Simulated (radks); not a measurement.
Values are calculated unless marked as measured or tabulated.
Au4+, configuration [Xe] 4f14 5d7.

Code: a radial shooting solver on a logarithmic mesh with Libxc functionals. Model: scalar-relativistic Kohn-Sham, exchange-only B88, spin-unpolarised, spherical densities, point nucleus.

Energy parts (hartree):
| part | energy |
|---|---|
| total | -19004.6221 |
| kinetic | 21275.3218 |
| electron-nucleus | -47159.0673 |
| Hartree | 7236.4545 |
| exchange | -357.3312 |

Orbitals (lengths in bohr, moments of r in powers of bohr):
orbital  occ.  eigenvalue (hartree)   <1/r>
1s          2             -2971.122   95.83
2s          2             -525.7875   22.46
2p          6             -454.7447   19.97
3s          2             -125.5401   8.326
3p          6             -104.9399   7.593
3d         10             -82.95446   7.146
4s          2             -28.72135   3.568
4p          6             -21.96771   3.221
4d         10             -13.86632   2.887
4f         14              -4.87075   2.464
5s          2              -5.84984   1.470
5p          6              -4.03607   1.257
5d          7              -1.97323  0.9338

The highest occupied level is 5d at -53.694 eV. Summed over all electrons, <r^2> = 33.89 bohr^2, which gives a Langevin (diamagnetic) susceptibility term of -26.8 x 10^-6 cm^3/mol.
